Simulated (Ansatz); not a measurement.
`C[SiH2][AlH][CH2]Cl`, relaxed with RKS PBE-D4/def2-SVP in Ansatz from a rough embedded geometry. The force threshold is 0.03 eV/Å; the program also tests the step.

Charge 0, multiplicity 1.

Start:

```xyz
13

C     1.825   -0.774   -0.415
Si    0.263   -1.473    0.148
Al   -1.053    0.286    0.990
C    -1.655    1.780   -0.228
Cl   -0.118    2.623   -0.766
H     1.698   -0.046   -1.278
H     2.369   -0.268    0.386
H     2.492   -1.595   -0.856
H     0.512   -2.505    1.204
H    -0.431   -2.149   -0.973
H    -1.569    0.222    2.514
H    -2.231    2.485    0.360
H    -2.101    1.413   -1.087
```

(1) How much energy does the relaxation release, and in how many steps? (An estimate is asked.)

(2) Which bonds change most? (An estimate is asked.)

(3) Give the relaxed structure. (An estimate is asked.)

Answers

(1) Ansatz gave: 13.87 kcal/mol, in 8 steps.

(2) The calculation gave: Al3–Cl5 from 3.069 to 2.518 Å; Si2–Al3 from 2.352 to 2.458 Å; C1–Si2 from 1.802 to 1.907 Å; C4–H13 from 1.035 to 1.105 Å.

(3) Ansatz gave: 
```xyz
13

C     1.915   -0.813   -0.531
Si    0.257   -1.468    0.147
Al   -1.101    0.360    1.073
C    -1.836    1.660   -0.240
Cl   -0.143    2.437    0.020
H     1.739   -0.003   -1.267
H     2.533   -0.396    0.289
H     2.491   -1.621   -1.026
H     0.526   -2.543    1.175
H    -0.491   -2.148   -0.980
H    -1.418    0.666    2.612
H    -2.571    2.434    0.049
H    -1.901    1.435   -1.320
```
